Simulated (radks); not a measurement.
The numbers below are computed, except where a source is named.
Question: All-electron atom: Mn V in [Ne] 3s2 3p5.5 3d3 4d0.5 (fractional occupations, a model configuration). Code: a radial shooting solver on a logarithmic mesh with Libxc functionals. Model: Dirac Kohn-Sham, LDA (Slater exchange, VWN5 correlation), spin-unpolarised, spherical densities, finite nucleus; open shells fill j = l - 1/2 first; Fermi nuclear charge, rms radius 3.7057 fm. Some entries of the table are withheld. Estimate them.

orbital  occ.  eigenvalue (hartree)  <r^2> (bohr^2)
1s1/2       2             -238.1879        0.005005
2s1/2       2             -29.76836             (1)
2p1/2       2                   (2)             (3)
2p3/2       4                   (4)             (5)
3s1/2       2                   (6)          0.7896
3p1/2       2                   (7)          0.8591
3p3/2     3.5                   (8)          0.8741
3d3/2       3              -2.45584           1.077
3d5/2       0              -2.44959           1.082
4d3/2     0.5              -0.93906             (9)
4d5/2       0              -0.93807            (10)

Answer: 
(1) 2s1/2 <r^2> (bohr^2): 0.09253
(2) 2p1/2 eigenvalue (hartree): -25.89469
(3) 2p1/2 <r^2> (bohr^2): 0.07411
(4) 2p3/2 eigenvalue (hartree): -25.51215
(5) 2p3/2 <r^2> (bohr^2): 0.07576
(6) 3s1/2 eigenvalue (hartree): -5.44732
(7) 3p1/2 eigenvalue (hartree): -4.32017
(8) 3p3/2 eigenvalue (hartree): -4.26860
(9) 4d3/2 <r^2> (bohr^2): 9.545
(10) 4d5/2 <r^2> (bohr^2): 9.567
